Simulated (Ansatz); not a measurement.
One change: `[CH3][SnH2][SiH2]N` becomes `[CH3][SnH2][SiH3]`.

Ansatz, PBE0-D4/def2-TZVP geometries, multiplicity 1. Each molecule was computed in one conformer, which needn't be the lowest.

Elements past krypton have def2 core potentials.

```
                                      property  `[CH3][SnH2][SiH2]N`
         HOMO energy (ωB97M-V/def2-TZVPP) / eV                 -8.75
size of the dipole moment (PBE/def2-TZVPP) / D                  1.76
            HOMO energy (PBE0/def2-TZVPP) / eV                 -6.69
          HOMO–LUMO gap (PBE0/def2-TZVPP) / eV                  6.45
           HOMO energy (B3LYP/def2-TZVPP) / eV                 -6.51
            LUMO energy (PBE0/def2-TZVPP) / eV                 -0.24
```

Question: What does the change do to each property? (An estimate is asked.)

Answer: Computed: 
```json
{"property": "HOMO energy (ωB97M-V/def2-TZVPP) / eV", "`[CH3][SnH2][SiH3]`": "-9.72", "shift": "-0.97"}
{"property": "size of the dipole moment (PBE/def2-TZVPP) / D", "`[CH3][SnH2][SiH3]`": "0.77", "shift": "-0.99"}
{"property": "HOMO energy (PBE0/def2-TZVPP) / eV", "`[CH3][SnH2][SiH3]`": "-7.72", "shift": "-1.03"}
{"property": "HOMO–LUMO gap (PBE0/def2-TZVPP) / eV", "`[CH3][SnH2][SiH3]`": "7.67", "shift": "1.22"}
{"property": "HOMO energy (B3LYP/def2-TZVPP) / eV", "`[CH3][SnH2][SiH3]`": "-7.51", "shift": "-1.00"}
{"property": "LUMO energy (PBE0/def2-TZVPP) / eV", "`[CH3][SnH2][SiH3]`": "-0.04", "shift": "0.20"}
```

With PBE0 the HOMO falls by 1.03 eV and the LUMO rises by 0.20 eV, so the gap widens by about 1.23 eV. PBE moves the HOMO by -1.12 eV and ωB97M-V by -0.97 eV. Dipoles are sizes alone; their direction can turn.

B3LYP here is the variant with VWN-RPA as its local correlation; programs differ in this.
